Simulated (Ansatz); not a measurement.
Job for Ansatz (an electronic-structure program): R-B3LYP/def2-TZVPPD on H4OSi (SMILES O[SiH3]) with ghost functions, monomers drawn apart or pushed together. Files ending in .json are basis or fitting sets from the Basis Set Exchange.

Ansatz 0.2 input:
```yaml
crystal:
  periodic: [false, false, false]
  atoms:
    - {symbol: O, position_ang: [0.25193969, -0.22809088, 3.29103988]}
    - {symbol: Si, position_ang: [-0.95122360, 0.79499281, 3.83854805]}
    - {symbol: H, position_ang: [0.80472182, -0.68520921, 3.93069414]}
    - {symbol: H, position_ang: [-1.92210929, 0.04689252, 4.66782971]}
    - {symbol: H, position_ang: [-1.58769786, 1.31918976, 2.61888223]}
    - {symbol: H, position_ang: [-0.36507970, 1.88718868, 4.64695892]}
basis:
  gaussian:
    orbitals: def2-TZVPPD.json
    ghost_atoms:
      - {symbol: F, position_ang: [1.01145503, -1.02785651, 0.18953647]}
      - {symbol: H, position_ang: [0.84095398, -0.83434389, 1.09638411]}
hamiltonian:
  xc: {name: B3LYP}
scf: {lower_state_search: off}
```

The log:

```
Functional definition: B3LYP
[...]
these checks for a lower state are left out or cut short: stability, starts, cluster_reference, orbital_swaps, neighbouring_geometries, increment
integrals: 0.10 GiB planned
979 factors; their error is unknown
mean field: 0.93 GiB planned
mean field evaluation 1: about -9987.7609 eV, gradient 5.6e1 eV
mean field evaluation 2: about -9972.6742 eV, gradient 1.0e2 eV
mean field evaluation 4: about -9992.7506 eV, gradient 1.4e0 eV
mean field evaluation 8: about -9992.7717 eV, gradient 2.6e-2 eV
mean field evaluation 16: about -9992.7717 eV, gradient 1.8e-6 eV
mean field -9992.77170609 eV, -367.2275868549 hartree, gradient 1.8e-6 eV, S^2 0.000000; 0 other end points of the search recorded, 0 dependent functions left out
reference -9992.77194853 eV, -367.2275957644 hartree; 13, 13 occupied and 200, 200 virtual orbitals, 979 factors
Total energy: -9992.77194853 eV, -367.2275957644 hartree
Checks for a lower state left out: stability, starts, cluster_reference, orbital_swaps, neighbouring_geometries, increment
```

Self-consistency was reached.

Cost: around 3.0 core-seconds (rough).
